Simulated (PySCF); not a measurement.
Xenon: a sound run and one with changed settings

Sound run: Xe [Xe], Xe⁺ [Kr] 4d10 5s2 5p5. All numbers are calculated (PySCF 2.14, scalar relativity by spin-free X2C-1e, in x2c-SVPall (6s5p3d, 36 functions)). The sound run starts from symmetry-adapted Hartree-Fock orbitals and uses a fine grid where one is needed.

Changed run: radial step 1.2 in ln r (0.13 in the sound run). This setting is unsound on purpose.

| species | method | sound run (hartree) | changed run (hartree) | converged |
| --- | --- | --- | --- | --- |
| Xe | UHF | -7442.66501 | -7442.66501 | yes |
| Xe | TPSS | -7445.30712 | -7462.60713 | yes |
| Xe | PBE0 | -7445.28455 | -7458.13060 | yes |
| Xe⁺ | UHF | -7442.23904 | -7442.23904 | yes |
| Xe⁺ | TPSS | -7444.84953 | -7461.89931 | yes |
| Xe⁺ | PBE0 | -7444.82600 | -7457.48573 | yes |

Ionisation energy of Xe:

```json
{"method": "UHF", "sound run (eV)": "11.591", "changed run (eV)": "11.591"}
{"method": "TPSS", "sound run (eV)": "12.452", "changed run (eV)": "19.261"}
{"method": "PBE0", "sound run (eV)": "12.478", "changed run (eV)": "17.548"}
```

A coarse radial grid mis-integrates the density and the exchange-correlation energy, with errors of either sign; Hartree-Fock needs no grid.

For comparison, NIST gives 12.130 eV between the lowest levels.
